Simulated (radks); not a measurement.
Numerical settings for the gold ion Au2+, [Xe] 4f14 5d9. All-electron calculation, Dirac Kohn-Sham, PBE, spin-unpolarised, spherical densities, point nucleus; open shells fill j = l - 1/2 first. Program: a radial shooting solver on a logarithmic mesh with Libxc functionals. The defaults (mesh step 0.008 in ln r, mesh end at 40 bohr or more with all orbitals vanishing there, Anderson mixing 0.5 over 9 steps, residual threshold near 1e-9 with the energy settled to 1e-9 hartree or 1e-11 of itself, here a cap of 88 iterations) give E = -19046.995 hartree and 5d5/2 at -26.602 eV in 15 iterations. Run on one thread of a shared host, so times are rough (Arm Neoverse V2): 0.16 s of CPU time, 0.16 s wall, 15 iterations on 2541 mesh points. Changes against that run (0 stands for a change within the tolerance of the run):

| setting | iterations | converged | E (mhartree) | e(5d5/2) (meV) | CPU (s) |
|---|---|---|---|---|---|
| mesh step in ln r 0.08 | 4 | no | diverged | - | 0.02 |
| mesh step in ln r 0.005 | 15 | yes | 0 | 0 | 0.26 |
| mesh step in ln r 0.12 | 4 | no | diverged | - | 0.01 |
| mesh end (bohr) 20 | 15 | yes | 0 | 0 | 0.16 |
| mesh end (bohr) 8 | 15 | yes | +0.00408 | +0.301 | 0.16 |
| residual threshold 1e-16 | 88 | no | 0 | 0 | 0.45 |
| residual threshold 0.1 | 7 | yes | +0.176 | -160 | 0.1 |
| mixing 0.2 | 17 | yes | 0 | 0 | 0.19 |
| linear mixing, mixing 0.2 | 88 | yes | 0 | 0 | 0.67 |
| linear mixing, mixing 1 | 88 | no | +1.1e+06 | +2.31e+04 | 3.4 |
| mixing history 2 | 21 | yes | 0 | 0 | 0.2 |
| iteration cap 2 | 2 | no | +4.57e+03 | -2.91e+04 | 0.04 |

No run marked as converged misses the energy by more than 1 mhartree. A mesh that ends early acts as a hard wall.
